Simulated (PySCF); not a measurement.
B3LYP has the VWN-RPA correlation part, as in Gaussian. Excitations are Tamm–Dancoff values on a coarser integration grid. The basis has no diffuse functions, so Rydberg states are missing or too high.

Cartesian coordinates (Å):
SMILES: C=[SiH]C
```xyz
9

C     -1.7381     0.2280    -0.1185
Si    -0.2427    -0.2009     0.5676
C      1.4052    -0.0310    -0.2887
H     -2.6697     0.1122     0.4202
H     -1.8277     0.6339    -1.1182
H     -0.1688    -0.7526     1.9354
H      2.0722     0.6308     0.2678
H      1.9017    -0.9996    -0.3760
H      1.2679     0.3793    -1.2897
```
Charge 0, multiplicity 1.

### Question
Give the T1 excitation (TDA), dipole moment and total energy at the level B3LYP-D3(BJ)/def2-TZVP run with PySCF 2.14.0.

### Answer

The T1 excitation (TDA) is 2.90 eV and the dipole moment comes out as 1.67 D. The total energy is -10050.43 eV.
